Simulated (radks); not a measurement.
Values are calculated unless marked as measured or tabulated.
Spherical quantum dot in the effective-mass picture: electrons in a hard-walled sphere of radius 4.75, with a point charge +1 (a donor) at the centre, all in effective atomic units (hartree* = m*/eps^2 hartree, bohr* = eps/m* bohr), one dielectric constant everywhere. Level of theory: non-relativistic Kohn-Sham, exchange-only LDA, spin-polarised, spherical densities (a radial shooting solver with Libxc functionals). Levels are named by radial order and angular momentum (1s, 1p, 1d, 2s, ...), and open shells are averaged over m. Results are scaled to m* = 0.029 and eps = 11, for which hartree* = 6.522 meV and bohr* = 20.07 nm.

N = 40, configuration 1s2 1p6 1d10 2s2 1f14 1g(up 6, down 0). This is the lowest configuration that the search found. Occupied and some empty levels:

level    occupation  eigenvalue (meV)  <r> (nm)
1s up             1            67.043     70.27
1s down           1            67.358     69.87
1p up             3            67.641     71.54
1p down           3            67.967     71.31
1d up             5            68.748     72.67
1d down           5            69.084     72.52
1f up             7            70.329     73.74
1f down           7            70.672     73.64
1g up             6            72.353     74.72
2s up             1            72.424     33.79
2s down           1            72.466     33.65
1g down           0            72.703     74.66
1h up             0            74.798     75.62
1h down           0            75.153     75.57
2p up             0            75.689     48.62
2p down           0            75.799     48.43
3s up             0            78.134     43.97
3s down           0            78.251     44.10
2d up             0            78.588     54.37
2d down           0            78.735     54.21

Energy (meV): total 1472.97, kinetic 294.76, external -81.668, Hartree 1355.2, exchange-correlation -95.334.

Electron density:

r (nm)  n(r) (e/nm^3)
7.63       0.00002895
14.7       0.00001538
21.8        8.634e-06
28.9        5.207e-06
36.0        3.710e-06
43.2        3.801e-06
50.3        5.726e-06
57.4        9.876e-06
64.5       0.00001584
71.6       0.00002087
78.7       0.00001969
85.8       0.00001005
92.9        7.845e-07
